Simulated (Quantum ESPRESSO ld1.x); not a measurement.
Values are calculated unless marked as measured or tabulated.
One sound ld1.x (Quantum ESPRESSO 7.5) input for the caesium ion Cs+ gives E = -7553.045 hartree in 30 iterations:

```
 &input
    zed=55.0,
    iswitch=1,
    rel=0,
    dft='PBESOL',
    config='[Xe]',
    prefix='ld1',
    max_out_wfc=37,
    file_charge='ld1.rho',
 /
```

Changed or added lines, one case at a time, and what came of them:

- noscf=.true.: ran as typed. With noscf the program prints the levels of a bare nucleus, with no screening and no total energy; they are not those of the atom.
- config='[Xe] 6s4': refused. The program stops in el_config with "wrong occupancy:4": an s shell holds at most 2 electrons.
- beta=0.01: not converged. So little new potential is mixed in that the limit of 200 iterations comes first; the energy is off by +0.04506 hartree.
- lsd=2: refused. The program stops in ld1_readin with "lsd not correct": lsd takes 0 or 1.
- xmin=-2.0: inaccurate. The mesh starts too far from the nucleus; the run ends without a warning, but the energy is off by -0.0288 hartree against the default mesh.
- config='[Xe] 3f1': refused. The program stops in el_config with "main/angular quantum number mismatch": l must be smaller than n.
- xmin=-12.0: usable despite the warning. The mesh starts very near the nucleus, where rounding noise keeps the residual above the threshold; the energy differs from the sound run by less than 1e-5 hartree.
